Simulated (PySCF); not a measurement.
SMILES [GeH3][Si]([GeH3])(OC)OC (GFN2-xTB optimised geometry):

```
19

C      0.928     0.763     3.650
O     -0.048     0.069     2.935
Si     0.291    -0.972     1.730
Ge     1.494    -2.802     2.500
Ge     1.302     0.260     0.000
O     -1.099    -1.640     1.256
C     -2.128    -0.979     0.582
H      0.431     1.369     4.406
H      1.504     1.414     2.983
H      1.616     0.065     4.138
H      2.887    -2.866     1.939
H      1.752    -2.787     3.981
H      0.948    -4.169     2.247
H      0.978     1.731     0.000
H      0.968    -0.153    -1.404
H      2.804     0.260     0.000
H     -2.804    -1.731     0.175
H     -2.675    -0.328     1.265
H     -1.724    -0.374    -0.237
```

Computed with CAM-B3LYP/def2-SVP in PySCF 2.14.0.

Task: What are the frontier orbital energies and the dipole moment?

Result: HOMO-2 -10.26 eV, HOMO-1 -9.79 eV, HOMO -8.51 eV, LUMO 0.82 eV, LUMO+1 1.01 eV; dipole moment 1.41 D.

On the same geometry PBE/def2-SVP run with PySCF gives HOMO-2 -7.32 eV, HOMO-1 -6.84 eV, HOMO -6.06 eV, LUMO -1.08 eV, LUMO+1 -0.85 eV; dipole moment 1.37 D.

Meta-Löwdin charges at CAM-B3LYP/def2-SVP: C1 -0.06, O2 -0.61, Si3 0.95, Ge4 0.08, Ge5 0.04, O6 -0.59, C7 -0.06, H8 0.11, H9 0.09, H10 0.09, H11 -0.06, H12 -0.06, H13 -0.04, H14 -0.06, H15 -0.05, H16 -0.05, H17 0.11, H18 0.10, H19 0.09.
